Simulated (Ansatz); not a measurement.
Cl3Y, triplet, at a GFN2-xTB geometry (such geometries of metal compounds can be far from the true shape) (the multiplicity is a formal guess) (core potentials on Y); B3LYP/def2-SVP in Ansatz (a quantum-chemistry and plane-wave program).

Input for Ansatz:
Ansatz 0.2 input:
```yaml
crystal:
  periodic: [false, false, false]
  atoms:
    - {symbol: Y, position_ang: [0.24151734, 0.62691312, 0.38844030]}
    - {symbol: Cl, position_ang: [1.68510444, -0.84321126, -0.87245213]}
    - {symbol: Cl, position_ang: [-0.87472993, -1.26310920, 1.39683844]}
    - {symbol: Cl, position_ang: [-1.36444369, 0.66810800, -1.41551406]}
basis:
  gaussian:
    orbitals: def2-SVP
hamiltonian:
  xc: b3lyp
magnetization: {spin_polarized: true, initial_magnetization: 2}
```

Output, abridged:

```
Functional definition: B3LYP
792 factors; integrals over basis functions are off by at most 8.1e-4 eV
mean field evaluation 1: about -38602.0140 eV, gradient 9.8e0 eV
mean field evaluation 2: about -38602.1888 eV, gradient 9.1e0 eV
mean field evaluation 4: about -38602.6039 eV, gradient 8.4e-1 eV
mean field evaluation 8: about -38602.6694 eV, gradient 1.2e-1 eV
mean field evaluation 16: about -38602.6696 eV, gradient 1.0e-3 eV
mean field evaluation 32: about -38602.5152 eV, gradient 4.3e-1 eV
mean field evaluation 64: about -38601.9323 eV, gradient 3.8e0 eV
mean field -38602.66964646 eV, -1418.6219436781 hartree, gradient 1.2e-5 eV, S^2 2.006078; 7 other end points of the search recorded, 0 dependent functions left out
reference -38602.66990817 eV, -1418.6219532958 hartree; 32, 30 occupied and 53, 55 virtual orbitals, 792 factors
Total energy: -38602.66990817 eV, -1418.6219532958 hartree
```
